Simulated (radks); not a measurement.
These are the eigenvalues of the occupied orbitals of an atom or ion with whole-number occupations (eV). Method: non-relativistic Kohn-Sham, PBE, spin-polarised, spherical densities, point nucleus; computed with a radial shooting solver on a logarithmic mesh with Libxc functionals.

1s up: -27983.19
1s down: -27983.18
2s up: -4138.813
2s down: -4138.810
2p up: -3872.441
2p down: -3872.438
3s up: -805.6516
3s down: -805.6458
3p up: -695.8360
3p down: -695.8302
3d up: -492.2157
3d down: -492.2106
4s up: -135.9759
4s down: -135.9625
4p up: -99.4754
4p down: -99.4596
4d up: -39.1496
4d down: -39.1195
5s up: -19.9354
5s down: -19.8399
6s up: -6.0936

Which element is it, and in what charge state? The configuration may be excited. Open shells, if any, are filled with parallel spins first.

Answer. Z = 50, tin, charge +1: Sn+ in [Kr] 4d10 5s2 6s1. The list shows which subshells hold electrons but not how many an open one holds; the 1s level, -1028.4 hartree, gives Z - s = 45.4 by -(Z - s)^2/2, which with screening narrows Z to a few neighbours, and the depths of the outer levels then fix element, charge and occupations together.
